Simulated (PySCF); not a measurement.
# C₆ coefficients of unlike pairs at PBE

Calculated with PySCF 2.14 from the dipole response of each species, C₆(A,B) = (3/π) ∫ α_A(iu) α_B(iu) du, in atomic units, from isotropic polarisabilities. For ions this is the dispersion term alone; charge-induced terms of lower order in 1/R come first.

```
species      configuration                                      basis      relativity  α (bohr³)  C₆ (like pair)
     Mg      [Ne] 3s2 (1S)                   dyall-acv3z (20s13p7d4f)   spin-free X2C      73.63           654.2
   Ag²⁺      [Kr] 4d9 (2D)  aug-cc-pwCVDZ-PP with ECP28MDF (6s6p5d3f)  core potential      5.883           29.98
     Ti  [Ar] 3d2 4s2 (3F)              aug-cc-pVQZ-DK (9s8p6d4f3g2h)   spin-free X2C      104.3            1207
    Ne⁺  [He] 2s2 2p5 (2P)                   def2-QZVPPD (8s5p4d2f1g)            none      1.394           2.442
```

(1) Estimate C₆ for Ti with Mg.

No spin-orbit coupling is included.

The other pairs:

```tsv
pair	C₆
Ne⁺, Ag²⁺	8.480
Ne⁺, Mg	23.33
Ne⁺, Ti	32.64
Ti, Ag²⁺	128.8
Ag²⁺, Mg	92.71
```

Results:

(1) The integral gives 887.3. The combination rule 2 C_A C_B / (C_A α_B/α_A + C_B α_A/α_B) gives 887.7 and the geometric mean 888.5.
